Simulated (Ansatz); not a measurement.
Species: BNH, charge 0, doublet. BNH (SMILES [B]=N, doublet).
B3LYP-D3(BJ)/def2-TZVP minimum from Ansatz (a quantum-chemistry and plane-wave program):
```
N
B 1 1.2337
H 1 0.9930 2 180.00
```
Charge 0, spin multiplicity 2.

Wanted: atomisation energy (electronic, to ground-state atoms), in kJ/mol. UHF or UKS for unpaired electrons; spin-orbit terms are left out. CBS(X,Y): correlation extrapolated as X^-3, Hartree-Fock from the larger set (Q,5: extrapolated as (X+1)exp(-9√X)). A bracket is a step between two methods taken in the basis named. The functionals are non-relativistic, so their misses hold any scalar relativity. Double hybrids freeze cores in their MP2 part. 'core' is core correlation in cc-pwCVTZ, 'X2C' scalar relativity in cc-pVTZ-DK, both at CCSD(T). Where a partner has so few electrons that a lower coupled-cluster level is exact, that level stands in. The UHF reference of HBN ([B]=N, doublet) is spin-contaminated (<S^2> up to 0.10 over the pure value in the sets run).

CCSD(T)/CBS(cc-pVQZ,cc-pV5Z) + [CCSDT(Q) - CCSD(T)]/cc-pVQZ + [CCSDTQ - CCSDT(Q)]/cc-pVDZ + core + X2C (Ansatz) gives 992.2 kJ/mol.

Question: What does PBE/def2-TZVPD (Ansatz) give here, and how do the other levels compare?

Answer: PBE gives 1050.1 kJ/mol, 57.9 kJ/mol above it. Differences of the others: r2SCAN/def2-TZVPD (Ansatz) 17.8; B3LYP/def2-TZVPD (Ansatz) 14.3; PBE0/def2-TZVPD (Ansatz) 12.6; wB97M-V/def2-TZVPD (Ansatz) 4.7; B2PLYP/def2-TZVPD (Ansatz) 3.4; CCSD(T)/CBS(cc-pVQZ,cc-pV5Z) + core + X2C (Ansatz) -1.5 kJ/mol. Nearer than PBE: r2SCAN/def2-TZVPD, B3LYP/def2-TZVPD, PBE0/def2-TZVPD, wB97M-V/def2-TZVPD, B2PLYP/def2-TZVPD, CCSD(T)/CBS(cc-pVQZ,cc-pV5Z) + core + X2C.
